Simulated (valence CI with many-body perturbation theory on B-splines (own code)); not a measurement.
## Tm LXV: magnetic and hyperfine properties of the levels

Computed by configuration interaction combined with many-body perturbation theory (CI+MBPT): three valence electrons over a frozen Dirac-Fock core [He], radial functions for each j: 11 s, 11 p, 9 d, 7 f, 5 g, 2 h, 1 i, with the one-electron correlation potential Σ1, the two-electron term Σ2, the three-electron term Σ3, Breit, model QED; selected CI, second order for the rest (own B-spline code, finite nucleus).

The last digits are not significant, and no measured levels were compared; by estimate large intervals hold to a few tenths of a per cent, small ones and those within an open d or f shell to about a per cent.

A/g_I is the dipole constant over the nuclear g factor μ/I (μ in nuclear magnetons, uniformly magnetised nucleus), B/Q the quadrupole constant per barn. Both hold the static response of the core; the bare values leave it out. Large factors of s and p1/2 electrons are usually good to 5 to 10 %; those of open d and f shells near neutrality can be off by tens of per cent, and small factors of p3/2, d and f electrons come from cancelling terms and can be off by a factor of two or in sign, in half-filled shells by more. B is blank for J = 1/2, where it vanishes, and for nearly pure S terms. Energies count from the lowest level.

Levels are named by their leading jj configuration (3d3/2^4 stands for four electrons in 3d with j = 3/2), which in mixed levels can hold well under half, so a name can repeat and another be missing. Letters in brackets count levels of one name in rising energy.

| Level | E (eV) | g | A/g_I (MHz) | A/g_I bare | B/Q (MHz/b) | B/Q bare |
| --- | --- | --- | --- | --- | --- | --- |
| (2s^2 2p1/2) J=1/2 | 0.0 | 0.623 | 5580000 | 5560000 |  |  |
| (2s 2p1/2^2) J=1/2 | 240.8 | 2.052 | 1.70e+07 | 1.68e+07 |  |  |
| (2s^2 2p3/2) J=3/2 | 1064.7 | 1.302 | 682000 | 697000 | 1340000 | 1340000 |
| (2s 2p1/2 2p3/2) J=3/2 [a] | 1233.6 | 1.626 | 4130000 | 4100000 | 1050000 | 1050000 |
| (2s 2p1/2 2p3/2) J=5/2 | 1272.6 | 1.315 | 4930000 | 4900000 | 1130000 | 1130000 |
| (2s 2p1/2 2p3/2) J=1/2 | 1338.5 | 1.263 | -6300000 | -6190000 |  |  |
| (2s 2p1/2 2p3/2) J=3/2 [b] | 1340.5 | 0.974 | 38800 | 71000 | 699000 | 700000 |
| (2p1/2^2 2p3/2) J=3/2 | 1591.7 | 1.320 | 633000 | 664000 | 1290000 | 1290000 |
| (2s 2p3/2^2) J=5/2 | 2316.1 | 1.417 | 3980000 | 3960000 | 206000 | 206000 |
| (2s 2p3/2^2) J=1/2 | 2416.1 | 1.915 | 1.72e+07 | 1.70e+07 |  |  |
| (2s 2p3/2^2) J=3/2 | 2416.8 | 1.172 | -2620000 | -2550000 | -156000 | -156000 |
| (2p1/2 2p3/2^2) J=3/2 | 2611.5 | 1.436 | -340000 | -297000 | 80200 | 80300 |
| (2p1/2 2p3/2^2) J=5/2 | 2633.9 | 1.166 | 1640000 | 1650000 | -4080 | -4090 |
| (2p1/2 2p3/2^2) J=1/2 | 2686.3 | 0.623 | 5600000 | 5560000 |  |  |
| (2p3/2^3) J=3/2 | 3716.6 | 1.287 | 662000 | 690000 | -1370000 | -1370000 |
| (2s^2 3s) J=1/2 | 9033.8 | 1.984 | 5060000 | 5010000 |  |  |
| (2s^2 3p1/2) J=1/2 | 9114.3 | 0.662 | 1680000 | 1670000 |  |  |
| (2s 2p1/2 3s) J=1/2 [a] | 9194.8 | 2.353 | 9680000 | 9570000 |  |  |
| (2s 2p1/2 3s) J=3/2 | 9220.7 | 1.536 | 9230000 | 9140000 | -116000 | -116000 |
| (2s 2p1/2 3s) J=1/2 [b] | 9248.7 | 0.707 | 8810000 | 8740000 |  |  |
| (2s 2p1/2 3p1/2) J=1/2 [a] | 9262.7 | 0.265 | -1010000 | -980000 |  |  |
| (2s 2p1/2 3p1/2) J=3/2 | 9289.5 | 1.093 | 8140000 | 8070000 | -116000 | -116000 |
| (2s 2p1/2 3p1/2) J=1/2 [b] | 9330.2 | 1.924 | 1.73e+07 | 1.71e+07 |  |  |
| (2s^2 3p3/2) J=3/2 | 9429.2 | 1.322 | 245000 | 250000 | 401000 | 402000 |
| (2s^2 3d3/2) J=3/2 | 9483.9 | 0.788 | 141000 | 140000 | 75400 | 76000 |
| (2p1/2^2 3s) J=1/2 | 9484.3 | 1.962 | 4480000 | 4430000 |  |  |
| (2p1/2^2 3p1/2) J=1/2 | 9549.3 | 0.643 | 1520000 | 1520000 |  |  |
| (2s^2 3d5/2) J=5/2 | 9568.6 | 1.191 | 201000 | 199000 | 109000 | 110000 |
| (2s 2p1/2 3p3/2) J=3/2 [a] | 9588.3 | 1.391 | 812000 | 810000 | 398000 | 398000 |
| (2s 2p1/2 3p3/2) J=5/2 | 9619.3 | 1.315 | 4520000 | 4480000 | 271000 | 271000 |
| (2s 2p1/2 3p3/2) J=3/2 [b] | 9621.9 | 1.243 | 2580000 | 2560000 | 174000 | 174000 |
| (2s 2p1/2 3p3/2) J=1/2 | 9627.9 | 1.347 | -6800000 | -6720000 |  |  |
| (2s 2p1/2 3d3/2) J=3/2 [a] | 9631.4 | 0.568 | -1460000 | -1440000 | 82200 | 82800 |
| (2s 2p1/2 3d3/2) J=5/2 | 9660.5 | 1.008 | 4540000 | 4500000 | -29100 | -28700 |
| (2s 2p1/2 3d3/2) J=3/2 [b] | 9678.0 | 1.168 | 4580000 | 4530000 | 96200 | 96500 |
| (2s 2p1/2 3d3/2) J=1/2 | 9682.6 | 0.434 | -7220000 | -7150000 |  |  |
| (2s 2p1/2 3d5/2) J=5/2 [a] | 9727.9 | 1.305 | 1130000 | 1110000 | 88000 | 88700 |
| (2s 2p1/2 3d5/2) J=7/2 | 9755.3 | 1.225 | 3300000 | 3260000 | -37900 | -37300 |
| (2s 2p1/2 3d5/2) J=5/2 [b] | 9766.7 | 1.072 | 362000 | 362000 | 173000 | 173000 |
| (2s 2p1/2 3d5/2) J=3/2 | 9767.3 | 1.109 | -4280000 | -4230000 | 39200 | 39600 |

Question: Take the isotope of mass number 171, with I = 1/2, μ = -0.23 μN. What is the hyperfine structure of (2s 2p1/2 2p3/2) J=1/2?

Answer: From the table A = 2900000 MHz. Shifts from the centre of gravity in MHz: F = 0: -2180000, F = 1: 725000.
